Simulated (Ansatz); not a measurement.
The same molecule with X = F, Cl, Br, I. Ansatz, PBE0-D4/def2-TZVP geometries, multiplicity 1. Each molecule was computed in one conformer, which needn't be the lowest.

Elements past krypton have def2 core potentials. Scalar relativity is left out up to krypton.

```
 X     molecule  mean X–C bond length / Å  HOMO energy (B3LYP/def2-TZVPP) / eV  HOMO–LUMO gap (ωB97M-V/def2-TZVPP) / eV  LUMO energy (ωB97M-V/def2-TZVPP) / eV
 F   `CC(=N)CF`                     1.374                                -7.46                                    12.28                                   2.18
Br  `CC(=N)CBr`                     1.950                                -7.52                                    11.35                                   1.25
 I   `CC(=N)CI`                     2.152                                -7.14                                    10.18                                   0.61
```

Give the row for X = Cl, `CC(=N)CCl`. (Estimate.)

Ansatz gave: 
| X | molecule | mean X–C bond length / Å | HOMO energy (B3LYP/def2-TZVPP) / eV | HOMO–LUMO gap (ωB97M-V/def2-TZVPP) / eV | LUMO energy (ωB97M-V/def2-TZVPP) / eV |
| --- | --- | --- | --- | --- | --- |
| Cl | `CC(=N)CCl` | 1.786 | -7.57 | 11.89 | 1.70 |

From F to I the mean X–C bond length rises at each step, by 0.778 Å in all; the HOMO energy (B3LYP/def2-TZVPP) isn't monotonic: highest at I, lowest at Cl; the HOMO–LUMO gap (ωB97M-V/def2-TZVPP) falls at each step, by 2.10 eV in all; the LUMO energy (ωB97M-V/def2-TZVPP) falls at each step, by 1.57 eV in all. Bonds lengthen as the atom grows down the group.

B3LYP here is the variant with VWN-RPA as its local correlation; programs differ in this.

Spin–orbit coupling is left out; it splits and shifts lone-pair levels of the heavy atoms by tenths of an eV.
